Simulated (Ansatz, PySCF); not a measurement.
This Ansatz (an electronic-structure program) input computes a B3LYP/def2-TZVPD energy:

Ansatz 0.2 input:
```yaml
crystal:
  periodic: [false, false, false]
  atoms:
    - {symbol: B, position_ang: [0.48799271, -0.06621821, -0.34571085]}
    - {symbol: O, position_ang: [-0.55076369, 0.07473593, 0.39017997]}
    - {symbol: H, position_ang: [1.16124459, -1.06782906, -0.26595935]}
    - {symbol: H, position_ang: [0.80490138, 0.80103272, -1.12692619]}
basis:
  gaussian:
    orbitals: def2-TZVPD
hamiltonian:
  xc: {name: B3LYP}
magnetization: {spin_polarized: true, initial_magnetization: 1}
output: {forces: true}
```

Write an input for the same energy in PySCF and say what it gives.


```python
from pyscf import gto, scf, dft

mol = gto.M(
    atom='''
    B     0.48799271   -0.06621821   -0.34571085
    O    -0.55076369    0.07473593    0.39017997
    H     1.16124459   -1.06782906   -0.26595935
    H     0.80490138    0.80103272   -1.12692619
    ''',
    basis='def2-tzvpd',
    charge=0,
    spin=1,
    verbose=4,
)

mf = dft.UKS(mol, xc='b3lyp').density_fit(auxbasis='def2-universal-jkfit')
mf.grids.level = 3
mf.conv_tol = 1e-9
mf.max_cycle = 100
mf.max_memory = 1500
mf.kernel()
if not mf.converged:
    mf = mf.newton()
    mf.kernel(mf.make_rdm1())
for _ in range(2):
    mo, _, stable, _ = mf.stability(return_status=True)
    if stable:
        break
    mf.kernel(mf.make_rdm1(mo, mf.mo_occ))
mf.analyze()
```
It gives -101.29464 Eh, and Ansatz -101.29461 Eh, a difference of 0.03 mEh, from the treatment of integrals and grids.

It need not be the lowest isomer of its formula.
